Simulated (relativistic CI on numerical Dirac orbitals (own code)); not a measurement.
Ru3+: M2,3 absorption edge

Computed with this model: Dirac-Coulomb-Breit CI, separate exchange-only KLI orbitals for each configuration, a model potential for QED, valence Slater integrals scaled by 0.8, multiplet model of core-to-valence dipole absorption; configurations [Kr] 4d5 → [Ne] 3s2 3p5 3d10 4s2 4p6 4d6; 80 K; Lorentzian 3 eV and Gaussian 0.4 eV FWHM. Energies are those of the free ion, without screening or charge transfer. The branching ratio is the share of the lower-energy edge in the whole absorption, uncertain by about 0.02 where the edges overlap. S is read from ⟨S²⟩ = S(S + 1).

Field parameters in Wybourne normalisation: D3d B²₀ = −7Dσ, B⁴₀ = −14Dq − 21Dτ, B⁴₃ = −14√(10/7) Dq; D4h B²₀ = −7Ds, B⁴₀ = 21(Dq − Dt), B⁴₄ = 21√(5/14) Dq; Oh B⁴₀ = 21Dq, B⁴₄ = √(5/14) B⁴₀. The field is a parameter set, without covalency.

Peaks in eV (height, largest 100): 465.0 (52), 468.0 (100), 491.0 (32).

Task: Which surroundings give this spectrum?
A. free ion
B. D4h, 10Dq = 28150, Ds = -1340, Dt = -20 cm⁻¹
C. D4h, 10Dq = 13700, Ds = 140, Dt = -720 cm⁻¹
D. Oh, 10Dq = 35700 cm⁻¹

Result: D. Oh, 10Dq = 35700 cm⁻¹, where the ground state has S = 0.51.
